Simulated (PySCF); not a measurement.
Electron correlation in Si (silicon, neutral)

[Ne] 3s2 3p2, high-spin 3P determinant. All numbers are calculated (PySCF 2.14, the spin-free X2C one-electron Hamiltonian (Gaussian nucleus), in cc-pVDZ-DK). Frozen: [Ne]; 4 electrons correlated.

MP2 pair energies summed by pair of shells (mhartree):

```csv
pair,energy,share (%)
3s-3p,-26.39,58.8
3s-3s,-14.00,31.2
3p-3p,-4.52,10.1
```

Total MP2 correlation energy: -44.91 mhartree.

Same-spin part -7.62 and opposite-spin part -37.30 mhartree; SCS-MP2 scales them by 1/3 and 6/5 to -47.29 mhartree.

| level | correlation energy (mhartree) |
| --- | --- |
| CCSD | -63.93 |
| (T) | -0.99 |
| CCSD(T) | -64.92 |

Diagnostics: T1 = 0.0096, D1 = 0.0253, largest double amplitude 0.106.

Question: Is a single reference adequate?

Answer: Mostly. T1 lies below 0.03, but a double amplitude of this size points to a near-degeneracy that CCSD handles and MP2 describes poorly.
